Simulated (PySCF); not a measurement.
C2H9BO.
SMILES: `[BH3-][O+](C)C`

The closed-shell ground state was solved at several levels (PySCF, density fitting, gas phase, non-relativistic). Isolated species at its GFN2-xTB geometry, gas phase.

| level | basis functions | HOMO (eV) | LUMO (eV) | gap (eV) | dipole (D) |
| --- | --- | --- | --- | --- | --- |
| B3LYP/pcJ-1 | 198 | -7.78 | 0.68 | 8.46 | 4.82 |
| PBE0/pcSseg-1 | 113 | -7.95 | 0.96 | 8.91 | 4.84 |

(1) Estimate the row for CAM-B3LYP/def2-SVPD, a basis of 155 functions; the other rows only guide the guess.

(2) Over all these levels, which gives the widest orbital gap and which the narrowest?

(3) How far do the dipole and the HOMO energy spread over the levels?

## Answers

(1) HOMO -9.46 eV, LUMO 1.01 eV, gap 10.47 eV, dipole 4.64 D.

(2) CAM-B3LYP/def2-SVPD (range-separated hybrid) has the widest, 10.47 eV, and B3LYP/pcJ-1 (global hybrid, 20 % exact exchange) the narrowest, 8.46 eV. Functional and basis both differ between the two, so the spread mixes both effects.

(3) The dipole runs from 4.64 to 4.84 D (mean 4.76 D) and the HOMO from -9.46 to -7.78 eV.
